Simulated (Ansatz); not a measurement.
A set of 12 reactions (hydrolysis), with CCSD(T)/CBS values in kJ/mol:

```tsv
reaction	ΔE
`C[NH][Al]([F])[Br]` + H₂O → `C[NH][Al]([OH])[F]` + HBr	30.9
`[CH3][AlH][O][SiH2]C` + H₂O → `[CH3][AlH][OH]` + `C[SiH2]O`	26.2
`C[O][Ge]([CH3])([OH])[Cl]` + H₂O → `C[O][Ge]([CH3])([OH])[OH]` + HCl	44.3
`C[S][Cd][NH2]` + H₂O → `C[S][Cd][OH]` + NH₃	-16.3
`OC(F)Cl` + H₂O → `OC(O)Cl` + H–F	1.0
`C[NH][Al]([F])[Br]` + H₂O → `[OH][Al]([F])[Br]` + CH₃NH₂	-37.6
`[SiH3]BCl` + H₂O → `O[SiH3]` + `BCl`	-100.2
`NC[SiH2][AlH2]` + H₂O → `O[SiH2][AlH2]` + CH₃NH₂	-88.0
`F[SiH2]CS` + H₂O → `OC[SiH2]F` + H₂S	63.6
`[CH3][W](=[S])(=[S])[Cl]` + H₂O → `[OH][W](=[S])(=[S])[Cl]` + CH₄	-101.9
`[AlH2][SiH2]BC[SiH3]` + H₂O → `OBC[SiH3]` + `[AlH2][SiH3]`	-140.2
`[OH][Ti]([OH])([F])[F]` + H₂O → `[OH][Ti]([OH])([OH])[F]` + H–F	42.5
```

Isolated molecules relaxed with PBE0-D4/def2-TZVP in Ansatz; ΔE leaves out vibrations. CBS: MP2 limit from def2 TZ/QZ plus the TZ coupled-cluster correction, frozen cores. This one scheme is used for every species. DFT in def2-TZVPP. B3LYP here is the variant with VWN-RPA as its local correlation; programs differ in this. Elements past krypton have def2 core potentials. For Br, Cd, Ge, Ti, W outer-core shells are correlated without core-valence functions, which leaves a few kJ/mol of doubt a bond. Scalar relativity is left out up to krypton. One conformer a species, not always the lowest.

(1) Give the mean, mean absolute and largest difference (level minus CCSD(T)/CBS, kJ/mol) for: PBE-D4, r2SCAN-D4, PBE0-D4, ωB97X-V, B2PLYP, B3LYP, HF/def2-TZVPP, MP2/def2-TZVPP, SCS-MP2/def2-TZVPP, CCSD/def2-TZVPP, MP2/def2-QZVPP, SCS-MP2/def2-QZVPP, HF/CBS(def2), CCSD/CBS(def2). (An estimate is asked.)

The largest T1 diagnostic in the set is 0.023, for `[OH][Ti]([OH])([OH])[F]` (customary mark 0.02).

CCSD(T)/CBS is a level of theory with its own doubt, and the functionals carry their triple-zeta basis error, so these figures describe this set and don't rank the functionals.

Answers

(1) The calculation gave: 
| level | mean | mean absolute | largest |
| --- | --- | --- | --- |
| PBE-D4 | 1.9 | 7.2 | 17.8 |
| r2SCAN-D4 | -2.2 | 5.6 | -18.9 |
| PBE0-D4 | 1.9 | 4.5 | 11.1 |
| ωB97X-V | -3.7 | 6.3 | -14.4 |
| B2PLYP | -6.1 | 8.0 | -14.8 |
| B3LYP | -7.4 | 10.5 | -20.0 |
| HF/def2-TZVPP | -10.6 | 13.8 | -35.3 |
| MP2/def2-TZVPP | -1.7 | 3.2 | -10.1 |
| SCS-MP2/def2-TZVPP | -4.6 | 5.3 | -14.1 |
| CCSD/def2-TZVPP | -3.3 | 4.2 | -9.8 |
| MP2/def2-QZVPP | -0.4 | 2.8 | -9.2 |
| SCS-MP2/def2-QZVPP | -3.4 | 3.7 | -13.2 |
| HF/CBS(def2) | -10.7 | 14.4 | -35.2 |
| CCSD/CBS(def2) | -1.1 | 1.8 | -4.4 |
